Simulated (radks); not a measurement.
The numbers below are computed, except where a source is named.
The nuclear charge of neutral zinc is varied continuously with 30 electrons held in [Ar] 3d10 4s2. Level of theory: Dirac Kohn-Sham, PBE, spin-unpolarised, spherical densities, point nucleus (a radial shooting solver on a logarithmic mesh with Libxc functionals). By the Hellmann-Feynman theorem dE/dZ = E(electron-nucleus)/Z, the electronic potential at the nucleus.

Z      E (hartree)  E(electron-nucleus)/Z (hartree)   HOMO  e(HOMO) (eV)  <r> HOMO (bohr)
29.75  -1760.18142                         -142.785  4s1/2        -3.861            2.817
30     -1796.08415                         -144.436  4s1/2        -5.978            2.655
30.25  -1832.39915                         -146.083  4s1/2        -8.298            2.520
30.5   -1869.12552                         -147.727  4s1/2       -10.804            2.405
30.75  -1906.26252                         -149.368  4s1/2       -13.485            2.305
31     -1943.80960                         -151.008  4s1/2       -16.330            2.217

The central difference of E at Z = 30 is -144.435 hartree, to compare with the third column; the second derivative is -6.6 hartree.
